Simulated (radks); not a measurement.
Values are calculated unless marked as measured or tabulated.
Task: The silver ion Ag2+, 45 electrons, occupied as [Kr] 4d9. Level of theory: scalar-relativistic Kohn-Sham, PBEsol, spin-polarised, spherical densities, point nucleus; open shells are filled with parallel spins first (spin-orbit coupling, left out, can overturn this in heavy ions) (a radial shooting solver on a logarithmic mesh with Libxc functionals). Some entries of the table are withheld. Estimate them.

orbital  occ.  eigenvalue (Ry)  <r^2> (bohr^2)
1s up       1        -1862.386        0.001309
1s down     1        -1862.386        0.001309
2s up       1        -275.6595         0.02148
2s down     1        -275.6456         0.02148
2p up       3        -247.4745         0.01692
2p down     3        -247.4637         0.01692
3s up       1        -51.88375          0.1556
3s down     1        -51.87591          0.1556
3p up       3        -42.62911          0.1571
3p down     3        -42.62030          0.1571
3d up       5              (1)          0.1426
3d down     5              (2)          0.1425
4s up       1         -8.66139          0.9381
4s down     1         -8.60771          0.9374
4p up       3         -5.97294             (3)
4p down     3         -5.91783             (4)
4d up       5         -2.14845           2.043
4d down     4         -2.09545           2.062

Result: 
(1) 3d up eigenvalue (Ry): -28.02556
(2) 3d down eigenvalue (Ry): -28.01257
(3) 4p up <r^2> (bohr^2): 1.135
(4) 4p down <r^2> (bohr^2): 1.134
